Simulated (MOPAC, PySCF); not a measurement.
CH₇B₂N, SMILES `BC(B)N`, neutral singlet in the gas phase. 

Cartesian coordinates (Å):
```xyz
11

B     -1.2143    -0.7364    -0.1139
C      0.0543     0.1221    -0.3200
B      1.2324    -0.6271     0.3430
N     -0.0349     1.5630    -0.1866
H     -1.2299    -1.8711    -0.4710
H     -2.1888    -0.2558     0.3831
H      0.2663    -0.1783    -1.3809
H      1.4727    -1.7506     0.0344
H      1.9178    -0.0720     1.1490
H     -0.9454     1.8672     0.1299
H      0.6697     1.9391     0.4329
```
Charge 0, multiplicity 1.

All levels are single points at this geometry (B3LYP-D3(BJ)/def2-TZVP); Pople sets use spherical d functions. Orbital energies aren't observables, and empty levels follow the basis.

```csv
level,HOMO (eV),LUMO (eV),gap (eV),dipole (D),"vertical IE, Delta-SCF (eV)"
PBE-D3(BJ)/def2-TZVP in PySCF,-5.63,-2.70,2.93,0.74,9.24
ωB97X-D3(BJ)/def2-TZVP in PySCF,-9.43,0.38,9.81,0.66,9.44
BP86/6-31G* in PySCF,-5.32,-2.42,2.90,0.80,–
PBE/6-31G* in PySCF,-5.21,-2.34,2.87,0.81,9.01
AM1 in MOPAC,-9.56,1.13,10.70,0.99,–
PM3 in MOPAC,-9.29,-0.17,9.12,0.20,–
```
